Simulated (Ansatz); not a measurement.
Input for Ansatz (a first-principles code): R-r2SCAN/def2-TZVPPD on N2 (SMILES N#N) with ghost functions, monomers drawn apart or pushed together. Files ending in .json are basis or fitting sets from the Basis Set Exchange.

Ansatz 0.2 input:
```yaml
crystal:
  periodic: [false, false, false]
  atoms:
    - {symbol: N, position_ang: [-0.01772997, -0.00663496, 2.94891427]}
    - {symbol: N, position_ang: [-0.03778170, -0.07969666, 4.03660790]}
basis:
  gaussian:
    orbitals: def2-TZVPPD.json
    ghost_atoms:
      - {symbol: O, position_ang: [0.04133241, 0.02045107, -0.11459284]}
      - {symbol: H, position_ang: [0.06208487, -0.06993120, 0.84396392]}
      - {symbol: H, position_ang: [-0.24688382, 0.92409894, -0.27728198]}
hamiltonian:
  xc: {name: r2SCAN}
scf: {lower_state_search: off}
```

It printed:

```
WARN ansatz: RAYON_NUM_THREADS=1 ignored (pool sized by the plan → 1); use --threads N
Functional definition: r2SCAN
these checks for a lower state are left out or cut short: stability, starts, cluster_reference, orbital_swaps, neighbouring_geometries, increment
integrals: 0.04 GiB planned
644 factors; their error is unknown
mean field: 0.38 GiB planned
mean field evaluation 1: about -2978.6084 eV, gradient 2.8e1 eV
mean field evaluation 2: about -2979.1943 eV, gradient 2.1e1 eV
mean field evaluation 4: about -2979.9893 eV, gradient 8.2e-2 eV
mean field evaluation 8: about -2979.9893 eV, gradient 8.5e-4 eV
mean field -2979.98930329 eV, -109.5125869867 hartree, gradient 9.5e-7 eV, S^2 0.000000; 0 other end points of the search recorded, 0 dependent functions left out
reference -2979.98931159 eV, -109.5125872915 hartree; 7, 7 occupied and 141, 141 virtual orbitals, 644 factors
Total energy: -2979.98931159 eV, -109.5125872915 hartree
Checks for a lower state left out: stability, starts, cluster_reference, orbital_swaps, neighbouring_geometries, increment
```

Self-consistency was reached.

Cost: about 1.1 core-seconds (a rough figure).
